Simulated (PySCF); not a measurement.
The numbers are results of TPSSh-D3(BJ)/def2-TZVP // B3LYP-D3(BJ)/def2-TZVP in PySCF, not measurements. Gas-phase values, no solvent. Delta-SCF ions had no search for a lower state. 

Reference species (SMILES): `[Cl][InH][Cl]` (neutral, multiplicity 1).

- vertical ionisation energy (Delta-SCF) = 10.83 eV
- HOMO = -8.19 eV

Changed species: `[Cl][InH2]` (2 of 3 Cl replaced by H; the reference has 1 of 3 Cl replaced by H).

Task: Give the shifts of the vertical ionisation energy (Delta-SCF) and HOMO.

Result: the vertical ionisation energy (Delta-SCF) falls by 0.52 eV, to 10.31 eV; the HOMO goes up by 0.67 eV, to -7.52 eV.
